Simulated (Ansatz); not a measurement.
Cartesian coordinates (Å):
```xyz
8

C     -1.4813     0.4674    -0.2473
C     -0.3627    -0.1876    -0.1325
C      0.7606    -0.8301    -0.0136
S      2.3137    -0.1612     0.5217
H     -1.7584     0.9595    -1.1742
H     -2.1824     0.5423     0.5779
H      0.8271    -1.8862    -0.2489
H      1.8835     1.0959     0.7169
```
Charge 0, multiplicity 1.

Calculation: Ansatz (a program for electronic structure) with frozen-core CCSD(T)/def2-TZVPP // B3LYP-D3(BJ)/def2-TZVP.

The HF energy is -513.44857 Ha and the MP2 correlation energy is -0.64689 Ha.

Task: Estimate the CCSD correlation energy, the (T) correction, the total energy and the T1 diagnostic.

Result: 
| Quantity | Value |
|---|---|
| CCSD correlation energy | -0.68465 Ha |
| (T) correction | -0.03446 Ha |
| CCSD(T) total energy | -514.16768 Ha |
| T1 diagnostic | 0.013 |
